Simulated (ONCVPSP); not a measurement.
## selenium: excitation energies, all-electron against ONCV

selenium, optimised norm-conserving Vanderbilt (ONCV), made with ONCVPSP 4.0.1 (PBEsol, fully relativistic). Core [Ne], reference 3s2 3p6 3d10 4s2 4p4. Waves: 3s+4s: rc 1.05 bohr, ncon 4, nbas 7, qcut 15.1 1/bohr, 2 projectors; 3p+4p: rc 1.05 bohr, ncon 5, nbas 8, qcut 13.2 1/bohr, 2 projectors; 3d: rc 1.20 bohr, ncon 4, nbas 9, qcut 11.5 1/bohr, 2 projectors, debl 1.7 Ha. Local part: polynomial inside 0.80 bohr (lpopt 4, dvloc0 0 Ha). Core correction: Teter function, fcfact 5, rcfact 1.15.

Open shells are filled in proportion to 2j + 1.

In the d channel the program set the typed energies aside and used -1.938, 0.250 Ha (j = l + 1/2; the other j can differ).

Energies are relative to the spin-unpolarised reference configuration 3s2 3p6 3d10 4s2 4p4; without spin polarisation the order of configurations can differ from experiment.

| valence configuration | charge | ΔE all-electron (eV) | error AE − PS (meV) |
| --- | --- | --- | --- |
| 3s2 3p6 3d10 4s2 4p3 | +1 | 10.854 | +0.2 |
| 3s2 3p6 3d10 4s0 4p6 | 0 | 21.965 | -3.1 |

Q: What are ΔE and the potential's error for 3s2 3p6 3d10 4s2 4p1?

A: ΔE = 62.135 eV all-electron; the error (AE − PS) is -1.3 meV.

Q: What are ΔE and the potential's error for 3s2 3p6 3d10 4s2 4p2?

A: ΔE = 31.227 eV all-electron; the error (AE − PS) is +0.1 meV.
